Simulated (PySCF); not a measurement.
CH₆BNO₂, SMILES NB(O)OC. The structure is a stationary point at PBE0-D3(BJ)/def2-SVP. The values are those of a single conformer.

Computed equilibrium geometry at PBE0-D3(BJ)/def2-SVP (PySCF confirms it by a frequency run) as bond lengths and angles, and its point group (one conformer of several):
point group Cs.
Atoms: B1 O2 H3 O4 C5 H6 H7 H8 N9 H10 H11. Bonded distances (Å): B1–O2 1.370, B1–O4 1.369, B1–N9 1.421, O2–H3 0.959, O4–C5 1.391, C5–H6 1.107, C5–H7 1.100, C5–H8 1.107, N9–H10 1.009, N9–H11 1.009. Bond angles (°): O2–B1–O4 115.0, O2–B1–N9 123.1, O4–B1–N9 121.9, B1–O2–H3 113.3, B1–O4–C5 121.7, O4–C5–H6 112.4, O4–C5–H7 108.8, O4–C5–H8 112.4, H6–C5–H7 107.6, H6–C5–H8 108.0, H7–C5–H8 107.6, B1–N9–H10 123.1, B1–N9–H11 123.8, H10–N9–H11 113.1.
Charge 0, spin multiplicity 1.
